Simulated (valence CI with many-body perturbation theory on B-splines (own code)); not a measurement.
Results of a calculation; reference values are marked as such.
**Pb⁴³⁺: what the settings do**

Level of theory: configuration interaction combined with many-body perturbation theory (CI+MBPT): three valence electrons over a frozen Dirac-Fock core [Kr], a basis of 6 s, 6 p, 5 d, 5 f, 1 g functions for each j, with the one-electron correlation potential Σ1 (screened to all orders), the two-electron term Σ2, the three-electron term Σ3, Breit, model QED; selected single and double excitations, second order for the rest, scaled by the run's own slope (own B-spline code, finite nucleus).

The last digits are not significant, and no measured levels were compared; by estimate large intervals hold to a few tenths of a per cent, small ones and those within an open d or f shell to about a per cent. Only levels of the ground parity were solved; by the run's estimate the other parity begins above the list, which can be wrong where configurations are misplaced.

The reference run has the lowest level (4d3/2^3) J=3/2 and an ionisation energy of 2164.54 eV. Its largest variational space holds 2399 state functions.

Levels are named by their leading jj configuration (3d3/2^4 stands for four electrons in 3d with j = 3/2), which in mixed levels can hold well under half, so a name can repeat and another be missing. Letters in brackets count levels of one name in rising energy.

Changed runs:
A. screening of Σ1 on → off; averaging of valence orbitals over low configurations on → off
B. lowest core n in screening and Σ2 2 → 4
C. hole-hole ladder in Σ2 on → off
D. scale of Σ2 1 → 3 (bad on purpose)

Excitation energies of the reference run in cm⁻¹, and shifts in cm⁻¹:

```csv
Level,Reference,A,B,C,D
(4d3/2^2 4d5/2) J=5/2 [a],227112,+293,-121,-2254,+1037
(4d3/2^2 4d5/2) J=3/2,248227,+274,+141,-964,-942
(4d3/2^2 4d5/2) J=7/2,265287,+284,+152,-2322,-2947
(4d3/2^2 4d5/2) J=9/2,266406,+281,+190,-3459,-4501
(4d3/2^2 4d5/2) J=1/2,267949,+264,+292,+24,-2083
(4d3/2^2 4d5/2) J=5/2 [b],349570,+228,+861,+2201,-4356
(4d3/2 4d5/2^2) J=7/2 [a],487360,+551,-123,-2818,+1575
(4d3/2 4d5/2^2) J=9/2,505503,+555,+31,-3552,-799
(4d3/2 4d5/2^2) J=3/2 [a],520789,+524,+82,+206,+1787
(4d3/2 4d5/2^2) J=1/2,531734,+519,+177,+530,+533
(4d3/2 4d5/2^2) J=5/2 [a],535559,+518,+488,-531,-2814
(4d3/2 4d5/2^2) J=11/2,540703,+542,+344,-4391,-5394
Ionisation energy (eV),2164.54,+0.22,-0.08,-0.48,+3.68
```
